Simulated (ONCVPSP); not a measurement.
**PBE ONCV dataset for Ge, scalar-relativistic all-electron reference.**

Input for ONCVPSP 4.0.1:

```
# ATOM AND REFERENCE CONFIGURATION
# atsym  z   nc   nv     iexc    psfile
  Ge 32.00    5    3        4      upf
#
#   n    l    f
    1    0    2.00
    2    0    2.00
    2    1    6.00
    3    0    2.00
    3    1    6.00
    3    2   10.00
    4    0    2.00
    4    1    2.00
#
# PSEUDOPOTENTIAL AND OPTIMIZATION
# lmax
    2
#
#   l,   rc,      ep,       ncon, nbas, qcut
    0    1.80    0.00    3    6    2.80
    1    1.75    0.00    4    7    4.80
    2    0.85    0.00    5    9   19.80
#
# LOCAL POTENTIAL
# lloc, lpopt,  rc(5),   dvloc0
    4    5    0.65    0.00
#
# VANDERBILT-KLEINMAN-BYLANDER PROJECTORs
# l, nproj, debl
    0    1    1.70
    1    2    2.00
    2    2    0.50
#
# MODEL CORE CHARGE
# icmod, fcfact, rcfact
    3    2.25    1.75
#
# LOG DERIVATIVE ANALYSIS
# epsh1, epsh2, depsh
   -3.00    5.00    0.02
#
# OUTPUT GRID
# rlmax, drl
    6.00    0.01
#
# TEST CONFIGURATIONS
# ncnf
    4
# nvcnf
#   n    l    f
    3
    3    2   10.00
    4    0    2.00
    4    1    1.00
#
    3
    3    2   10.00
    4    0    2.00
    4    1    0.00
#
    3
    3    2   10.00
    4    0    1.00
    4    1    0.00
#
    3
    3    2   10.00
    4    0    0.00
    4    1    0.00
#
```

Command:

```bash
oncvpsp.x < Ge.dat > Ge.out
```

Resulting log (shortened: citation, most of the input echo, consistency checks and plot data are left out):

```
ONCVPSP  (Optimized Norm-Conservinng Vanderbilt PSeudopotential)
scalar-relativistic version 4.0.1

#   n    l    f        energy (Ha)
    1    0    2.00    -4.0281571E+02
    2    0    2.00    -5.0412488E+01
    2    1    6.00    -4.4051811E+01
    3    0    2.00    -6.1919266E+00
    3    1    6.00    -4.2489733E+00
    3    2   10.00    -1.0771536E+00
    4    0    2.00    -4.3112376E-01
    4    1    2.00    -1.4315416E-01

Reference configufation results
  iterations    25
  all-electron total energy (Ha)   -2.09883316D+03

Begin loop to  construct optimized pseudo wave functions
and semi-local pseudopoentials for all angular momenta

Calculating optimized projector #   1

 for l=   0

    Fraction of norm inside rc  0.393893
    Optimizing pswf for qcut=   2.80 a_B^-1,  ecut=   3.93 Ha
    Residual kinetic energy error=  1.39D-02 Ha

    Energy error per electron        Cutoff
         Ha          eV             Ha
         0.01000     0.27211        4.45
         0.00100     0.02721       23.95
         0.00010     0.00272       41.03
         0.00001     0.00027       82.94

   Wellstate for l =  1  n =  6
     eigenvalue =   1.8568
     asymptotic potential =   2.3568
     half-point radius =  4.3259

Calculating optimized projector #   1

 for l=   1

    Fraction of norm inside rc  0.162312
    Optimizing pswf for qcut=   4.80 a_B^-1,  ecut=  11.51 Ha
    Residual kinetic energy error=  2.89D-05 Ha

    Energy error per electron        Cutoff
         Ha          eV             Ha
         0.01000     0.27211        1.90
         0.00100     0.02721        7.02
         0.00010     0.00272       10.15
         0.00001     0.00027       16.09

Calculating optimized projector #   2

 for l=   1

    Fraction of norm inside rc  0.117223
    Optimizing pswf for qcut=   4.80 a_B^-1,  ecut=  11.51 Ha
    Residual kinetic energy error=  2.43D-03 Ha

    Energy error per electron        Cutoff
         Ha          eV             Ha
         0.01000     0.27211        6.08
         0.00100     0.02721       33.98
         0.00010     0.00272       63.50
         0.00001     0.00027       74.65

WARNING wellstate: negative energy specified for n= 4 l=  2
WARNING scattering state with energy  0.25000000
WARNING will be used for the first projector

   Wellstate for l =  2  n =  4
     eigenvalue =   0.2500
     asymptotic potential =   0.7500
     half-point radius =  6.4356

Calculating optimized projector #   1

 for l=   2

    Fraction of norm inside rc  0.696789
    Optimizing pswf for qcut=  19.79 a_B^-1,  ecut= 195.76 Ha
    Residual kinetic energy error=  4.49D-06 Ha

    Energy error per electron        Cutoff
         Ha          eV             Ha
         0.01000     0.27211      131.80
         0.00100     0.02721      155.70
         0.00010     0.00272      174.11
         0.00001     0.00027      189.23

Calculating optimized projector #   2

 for l=   2

    Fraction of norm inside rc  0.016993
    Optimizing pswf for qcut=  19.79 a_B^-1,  ecut= 195.76 Ha
    Residual kinetic energy error=  2.41D-07 Ha

    Energy error per electron        Cutoff
         Ha          eV             Ha
         0.01000     0.27211       86.29
         0.00100     0.02721      121.21
         0.00010     0.00272      149.03
         0.00001     0.00027      170.01

Construct Vanderbilt / Kleinmman-Bylander projectors

B matrix Hermiticity error, ll=   1
   1   2   -7.8645E-05

  Orthonormal projector coefficients  9.7672E+00  1.3970E+00

B matrix Hermiticity error, ll=   2
   1   2    1.0772E-04

  Orthonormal projector coefficients -2.0964E+01 -5.2435E+00

Model core correction analysis
  based on d2Exc/dn_idn_j

d2excae - all-electron derivatives

   -3.327379D-02   -5.844769D-03   -2.590945D-03
   -5.844301D-03   -3.187473D-02   -2.444178D-02
   -2.590760D-03   -2.444037D-02   -2.623767D-02

d2excps - pseudofunction derivatives with no core correction

   -5.363433D-02   -7.075363D-03   -2.570368D-03
   -7.074763D-03   -3.207656D-02   -2.477651D-02
   -2.570187D-03   -2.477562D-02   -2.645344D-02

rms 2nd derivative error    6.814141E-03

rmatch, rhocmatch    0.7328   19.5810

Teter function model core charge with specified parameters

d2excps - pseudofunction derivatives with core correction

   -4.006089D-02   -5.751355D-03   -2.248776D-03
   -5.751051D-03   -3.037434D-02   -2.400387D-02
   -2.248628D-03   -2.400172D-02   -2.608694D-02

rms 2nd derivative error    2.332721E-03

Pseudoatom total energy  -94.091415

Diagnostic tests using Vanderbilt-Kleinman-Bylander pseudopotentials
  1 or more projectors used as specified by nproj input data

   l    rcore       rmatch      e in        delta e   norm test  slope test

   0   1.8083582   1.8632638  -0.4311238   0.0000707   1.0000328   1.0011827

   1   1.7550704   1.8083582  -0.1431542   0.0000010   0.9999933   0.9999927
   1   1.7550704   1.8083582   1.8568458   0.0000063   1.0001322   1.0001322

   2   0.8510183   0.8768570  -1.0771536  -0.0000377   1.0002280   1.0002447
   2   0.8510183   0.8768570   0.2500000  -0.0000457   1.0004245   1.0004245

 Testing for bound ghosts
   n   l    E NL Schr. Eq   E Basis Diag.   E Cutoff

       0                      -11.997337     23.16  WARNING - GHOST(-)
   1   0       -0.431053       -0.425599     23.16

   2   1       -0.143153       -0.113412     71.41

   3   2       -1.077191       -1.067078    611.86

 Testing for highly-localized positive-energy ghosts
       l    <radius>/rc     E Basis Diag.   E Cutoff

       1        0.265429        0.245186     71.41  WARNING - GHOST(+)

Test configuration 0

   n   l     f        eae           eps        diff
   1   0  2.0000 -402.81570560
   2   0  2.0000  -50.41248757
   2   1  6.0000  -44.05181077
   3   0  2.0000   -6.19192659
   3   1  6.0000   -4.24897334
   3   2 10.0000   -1.07715362   -1.07719134   -3.77D-05
   4   0  2.0000   -0.43112376   -0.43105302    7.07D-05
   4   1  2.0000   -0.14315416   -0.14315318    9.82D-07

    Total energies and differences
      AE_ref= -2.09883316D+03  AE_tst= -2.09883316D+03  dif=  0.00D+00
      PS_ref= -9.40914153D+01  PS_tst= -9.40914153D+01  dif= -3.27D-13
      PSP excitation error=  3.27D-13

Test configuration 1

   n   l     f        eae           eps        diff
   1   0  2.0000 -403.15060002
   2   0  2.0000  -50.74465659
   2   1  6.0000  -44.38432619
   3   0  2.0000   -6.52362329
   3   1  6.0000   -4.58069972
   3   2 10.0000   -1.40818962   -1.40483832    3.35D-03
   4   0  2.0000   -0.72980429   -0.72958968    2.15D-04
   4   1  1.0000   -0.41315242   -0.41315208    3.40D-07

    Total energies and differences
      AE_ref= -2.09883316D+03  AE_tst= -2.09855959D+03  dif=  2.74D-01
      PS_ref= -9.40914153D+01  PS_tst= -9.38178142D+01  dif=  2.74D-01
      PSP excitation error= -3.10D-05

Test configuration 2

psatom: WARNING lschvkbb convergence error n,l,iter=   2   1  43
ea(ii),et,emin,emax -5.865736E-01 -6.007614E-01 -6.007614E-01 -6.007614E-01
run_config: WARNING for fully non-local PS atom, stg. 1
 WARNING no output for configuration 3

Test configuration 3

psatom: WARNING lschvkbb convergence error n,l,iter=   2   1  28
ea(ii),et,emin,emax -5.645066E-01 -5.877933E-01 -5.877933E-01 -5.877933E-01
run_config: WARNING for fully non-local PS atom, stg. 1
 WARNING no output for configuration 4

Test configuration 4

psatom: WARNING lschvkbb convergence error n,l,iter=   2   1   4
ea(ii),et,emin,emax -1.558575E-01 -1.714433E-01 -1.714433E-01 -1.714433E-01
run_config: WARNING for fully non-local PS atom, stg. 1
 WARNING no output for configuration 5
```

Note: ghosts flagged at negative energy: s at -326.5 eV; GHOST(+) flagged for p at 6.7 eV. A true bound ghost makes a file unfit for plane-wave use.

The run took about 2.5 s on one core of a shared server CPU.
